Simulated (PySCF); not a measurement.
CH₅FOSi₂, SMILES C1O[SiH2][Si@H]1F.

Geometry: B3LYP-D3(BJ)/def2-SVP. The structure was generated by enumeration; whether it is a known compound was not checked.

Method: TDDFT-PBE/def2-SVPD in PySCF.

Vertical excitations. Gas-phase values at a fixed geometry.

Task: Estimate the UV-visible absorptions. (Estimate from the structure and the level; the computed values follow.)

Result: 
| state | energy (eV) | λ (nm) | f | main pairs |
|---|---|---|---|---|
| S1 | 5.17 | 240 | 0.004 | HOMO→LUMO 89 % |
| S2 | 5.38 | 230 | 0.022 | HOMO−1→LUMO 86 % |
| S3 | 5.50 | 226 | 0.003 | HOMO−2→LUMO 70 %, HOMO→LUMO+1 26 % |
| S4 | 5.60 | 222 | 0.011 | HOMO→LUMO+1 56 %, HOMO−2→LUMO 23 %, HOMO−1→LUMO+1 11 % |
| S5 | 5.83 | 213 | 0.022 | HOMO−1→LUMO+1 50 %, HOMO−2→LUMO+1 38 % |
| S6 | 5.96 | 208 | 0.017 | HOMO−2→LUMO+1 58 %, HOMO−1→LUMO+1 27 % |
| S7 | 6.01 | 206 | 0.015 | HOMO→LUMO+2 77 %, HOMO−1→LUMO+2 15 % |
| S8 | 6.42 | 193 | 0.007 | HOMO−2→LUMO+2 96 % |
| S9 | 6.53 | 190 | 0.104 | HOMO−1→LUMO+2 71 % |
| S10 | 6.69 | 185 | 0.013 | HOMO→LUMO+3 96 % |
| T1 | 4.71 | 263 | 0 | HOMO→LUMO 69 %, HOMO−1→LUMO 28 % |
| T2 | 4.92 | 252 | 0 | HOMO−1→LUMO 69 %, HOMO→LUMO 29 % |
| T3 | 5.03 | 246 | 0 | HOMO→LUMO+1 65 %, HOMO−1→LUMO+1 30 % |
| T4 | 5.25 | 236 | 0 | HOMO−2→LUMO 95 % |
Triplets are in the Tamm–Dancoff approximation, which puts them higher than full response would, so one can lie above its singlet here.
